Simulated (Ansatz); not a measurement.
NbO₂⁻, relaxed as a quintet with UKS r2SCAN-D4/def2-TZVPD in Ansatz, starting from the r2SCAN-D4/def2-TZVPD geometry of the charge -1 singlet. Force threshold 0.02 eV/Å.

In the def2 sets Nb takes a core potential; there is no spin–orbit coupling. The highest occupied level of the charge -1 quintet lies above zero (up to 1.24 eV). It is a level of α spin, whose loss leaves a quartet; that state wasn't run at this geometry and level. The electron is either unbound and held by the finite basis, or the level is raised by self-interaction error. The relaxation made no stability test and no search for a lower SCF solution. At r2SCAN-D4/def2-TZVPD a triplet of charge -1 lies 2.76 eV below the quintet, each at its own geometry. The structure comes from a short search, and lower isomers may exist.

Start:

```xyz
3

Nb   -0.605    0.050    0.355
O     0.716   -1.026    0.668
O    -0.112    0.976   -1.024
```

| step | energy (eV) | largest force component (eV/Å) | SCF passes |
| --- | --- | --- | --- |
| 1 | -5644.3628 | 4.070 | 18 |
| 2 | -5644.9089 | 0.743 | 38 |
| 3 | -5645.1104 | 1.037 | 38 |
| 4 | -5645.2522 | 0.185 | 36 |
| 5 | -5645.2628 | 0.039 | 30 |
| 6 | -5645.2652 | 0.022 | 31 |
| 7 | -5645.2653 | 0.001 | 27 |

Force components are those of the run's own axes.

End:

```xyz
3

Nb   -0.1856    0.0155    0.1091
O     0.6372   -1.3247    1.0583
O    -0.4516    1.3093   -1.1674
```

By distances, no bond broke or formed. The bond that changes most is Nb1–O2, from 1.73 to 1.84 Å (atoms count from 1).

No frequencies were taken in this run, so the end may be a saddle point.

Run time 12 s (4 threads of Arm Neoverse V2 on a shared host).
